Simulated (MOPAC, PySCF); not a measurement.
BBr3, SMILES `BrB(Br)Br`, neutral singlet in the gas phase. 

Cartesian coordinates (Å):
```xyz
4

Br    -1.6287    -0.9676     0.0850
B      0.0000     0.0000    -0.0001
Br     1.6512    -0.9286    -0.0856
Br    -0.0225     1.8962     0.0007
```
Charge 0, spin multiplicity 1.

All levels are single points at this geometry (PBE0-D4/def2-TZVP); Pople sets use spherical d functions. Orbital energies aren't observables, and empty levels follow the basis.

B3LYP/3-21G in PySCF gives HOMO (eV) = -7.65.

Question: Estimate the HOMO (eV) from each of these levels: B3LYP-D3(BJ)/def2-TZVP in PySCF; PBE0-D4/def2-TZVP in PySCF; PBE/6-31G* in PySCF; SVWN5/6-31G* in PySCF; AM1 in MOPAC.

Answer: 
| level | HOMO (eV) |
|---|---|
| B3LYP-D3(BJ)/def2-TZVP in PySCF | -8.02 |
| PBE0-D4/def2-TZVP in PySCF | -8.31 |
| PBE/6-31G* in PySCF | -6.96 |
| SVWN5/6-31G* in PySCF | -7.10 |
| AM1 in MOPAC | -11.32 |
